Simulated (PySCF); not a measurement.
FH5N2Si, SMILES N[SiH](N)F. Atoms are numbered in the order given.

```xyz
9

Si     0.0902     0.2795    -0.1889
N      1.3221    -0.7632     0.3909
N     -0.9733    -0.6576    -1.1439
F     -0.5482     0.9158     1.1758
H      0.4543     1.4623    -1.0112
H      1.8592    -0.5257     1.2180
H      1.8379    -1.3675    -0.2392
H     -1.3265    -1.5503    -0.8135
H     -1.5951    -0.2274    -1.8202
```

The structure is a stationary point at B3LYP-D3(BJ)/def2-SVP. The values are those of a single conformer.

All values below come from PBE0/def2-TZVP in PySCF.

Atomic charges (e):

```
atom  Löwdin  meta-Löwdin  Mulliken
----  ------  -----------  --------
Si1    -0.06         1.21      0.71
N2     -0.25        -0.76     -0.64
N3     -0.25        -0.75     -0.64
F4     -0.03        -0.53     -0.34
H5     -0.05        -0.15     -0.07
H6      0.16         0.25      0.25
H7      0.16         0.25      0.24
H8      0.16         0.24      0.25
H9      0.16         0.25      0.24
```

Computed Mayer and Wiberg (Löwdin basis) orders of the bonds:
| bond | Mayer | Wiberg |
|---|---|---|
| Si1–N2 | 1.16 | 1.54 |
| Si1–N3 | 1.19 | 1.58 |
| Si1–F4 | 1.06 | 1.65 |
| Si1–H5 | 0.94 | 0.91 |
| N2–H6 | 0.91 | 0.95 |
| N2–H7 | 0.91 | 0.95 |
| N3–H8 | 0.91 | 0.95 |
| N3–H9 | 0.91 | 0.95 |
